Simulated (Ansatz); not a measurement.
Total energies of Mo(NH)2(OH)2 (MoN₂O₂H₄) from Ansatz at PBE0-D4/def2-TZVPD, gas phase (1 Eh = 27.2114 eV = 2625.5 kJ/mol). The reference geometry is relaxed at B3LYP-D4/def2-SVP.

```xyz
9

Mo   -0.069    0.091   -0.014
N     0.931   -0.567   -1.270
H     1.615   -1.199   -1.682
N     0.107   -0.791    1.470
H     0.464   -1.521    2.084
O    -1.893   -0.036   -0.532
H    -2.124   -0.128   -1.466
O     0.475    1.891    0.257
H     0.494    2.259    1.151
```

| state | geometry | energy (Eh) |
| --- | --- | --- |
| charge 0 singlet | reference | -330.49429 |
| charge -1 doublet | reference | -330.48282 |
| free Mo atom (septet) | – | -68.10433 |
| free N atom (quartet) | – | -54.54388 |
| free H atom (doublet) | – | -0.50104 |
| free O atom (triplet) | – | -75.01925 |

In the def2 sets Mo takes a core potential; there is no spin–orbit coupling.

Work out the vertical electron affinity, to the doublet.

E(charge 0 singlet) − E(charge -1 doublet) = -330.49429 − (-330.48282) = -0.01147 Eh = -0.31 eV; negative, so the extra electron isn't bound.

What is the binding energy per atom against free atoms?

Atoms: 1 × (-68.10433) + 2 × (-54.54388) + 4 × (-0.50104) + 2 × (-75.01925) = -329.23475 Eh. Binding: -329.23475 − (-330.49429) = 1.25954 Eh = 34.27 eV, or 3.81 eV for each of 9 atoms (no zero-point energy, no counterpoise term).

The restricted singlet is unstable towards broken spin symmetry in Hartree–Fock (as tested in another run); at PBE0-D4/def2-TZVPD this wasn't settled. At PBE0-D4/def2-TZVPD the highest occupied level of the charge -1 doublet lies above zero (up to 2.01 eV). By energy differences it is unbound by 0.31 eV (vertical, to the charge 0 singlet, at PBE0-D4/def2-TZVPD) and held by the finite basis.
